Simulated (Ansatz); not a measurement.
Basis sets compared for Na21. Charge 0, multiplicity 2. Geometry PBE/def2-SVP. Ansatz on 2 threads of AMD EPYC 7R13 on a shared host and a share (18 GiB) of an NVIDIA H100 80GB HBM3; times are rough, and most runs start from earlier orbitals.

```xyz
21

Na   -0.630   -1.681   -4.689
Na    0.130   -2.141    3.732
Na   -2.809    2.230   -0.349
Na    2.063    3.545    2.350
Na    1.382    6.288    0.080
Na    1.466   -0.284   -2.294
Na    0.563   -3.782   -1.818
Na   -1.777    5.360   -1.696
Na   -0.650    1.609    3.998
Na    3.587    1.138    0.301
Na    2.426   -2.235    0.790
Na   -2.938   -4.085   -2.444
Na    0.033    0.306    1.008
Na   -2.024   -0.864   -1.692
Na    2.832    0.107    3.546
Na    0.811    3.089   -1.085
Na    0.956   -5.321    1.786
Na   -1.350   -6.552   -0.464
Na   -1.164    1.904   -3.720
Na   -1.696   -3.078    0.890
Na   -1.211    4.449    1.770
```

Single mean-field runs in def2-TZVP are fitted with def2-universal-jkfit. Another isomer (doublet) lies 0.28 eV lower at PBE0/def2-TZVP; other spin states weren't run for this one.

```tsv
level	functions	energy (Eh)	HOMO (eV)	LUMO (eV)	wall time
PBE/def2-SVP	315	-3404.7281	-2.62	-2.38	8.5 s
PBE0/def2-SVP	315	-3405.0117	-2.93	-1.98	13 s
```

Estimate the rows for PBE/def2-TZVP (with forces), PBE0/def2-TZVP.


```tsv
level	functions	energy (Eh)	HOMO (eV)	LUMO (eV)	wall time
PBE/def2-TZVP (with forces)	672	-3405.9750	-2.63	-2.39	13 s
PBE0/def2-TZVP	672	-3406.2469	-2.94	-1.98	17 s
```
